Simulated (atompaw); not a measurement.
Before and after: PAW (atompaw) potential for Li

- Element: lithium (Li)
- Generator: atompaw 4.2.0.5
- Type: PAW
- Functional: PBE
- Relativity: scalar-relativistic
- Frozen core: none
- Valence charge: 3
- Reference configuration: 1s2 2s0.5 2p0 (charge +0.5)
- Partial waves: 1s (bound): rc 0.50 bohr; 2s (bound): rc 3.00 bohr; 2p (bound, empty): rc 3.00 bohr; 2p channel at 0.6 Ry: rc 3.00 bohr; 3d channel at -0.05 Ry: rc 3.00 bohr
- Local potential: ultrasoft scheme with l = 3 at 0 Ry, radius 2.35 bohr
- Core correction: none
- Augmentation charge: besselshape compensation charge, radius 2.35 bohr; PAW radius 3.00 bohr; waves and projectors: custom polynom vanderbiltortho

All-electron outer shells of the reference configuration (PBE, scalar-relativistic, ld1.x):

```json
{"shell": "1s", "level (eV)": "-55.76", "outermost node (bohr)": "–", "outermost maximum (bohr)": "0.36"}
{"shell": "2s", "level (eV)": "-5.34", "outermost node (bohr)": "0.83", "outermost maximum (bohr)": "2.90"}
{"shell": "2p", "level (eV)": "-3.34", "outermost node (bohr)": "–", "outermost maximum (bohr)": "3.24"}
```

Change: augmentation besselshape compensation charge, radius 2.35 bohr; PAW radius 3.00 bohr; waves and projectors: custom rrkj gramschmidtortho.

Cutoffs: the cutoffs (Ry, on a coarse ladder) from which the occupation-weighted sum of valence levels, in a spherical-Bessel basis at the reference potential, stays within 10 and 1 mRy of its value at 400 Ry; they do not see the model core or the augmentation charge, which bear on the density cutoff.

Q: What does the change do?

A: The potential gets neither clearly harder nor softer (160 Ry and 200 Ry → 160 Ry and 230 Ry); the range in which the d phases agree narrows (upper end 3.7 → 1.0); neither file shows a bound ghost.

| quantity | base | changed |
| --- | --- | --- |
| cutoff, loose | 160 Ry | 160 Ry |
| cutoff, tight | 200 Ry | 230 Ry |
| bound ghosts | none | none |
| s: phases at 3.00 bohr within 0.05 rad from the reference energy up to (Ry; the scan ends near 5) | n/a | n/a |
| p: phases at 3.00 bohr within 0.05 rad from the reference energy up to (Ry; the scan ends near 5) | 2.0 | 1.8 |
| d: phases at 3.00 bohr within 0.05 rad from the reference energy up to (Ry; the scan ends near 5) | 3.7 | 1.0 |
| lowest overlap eigenvalue by channel | s 0.57, p 0.98, d 1.00 | s 0.57, p 0.92, d 0.64 |

 The cutoffs see the waves, projectors and local potential, not the compensation charge or the core.
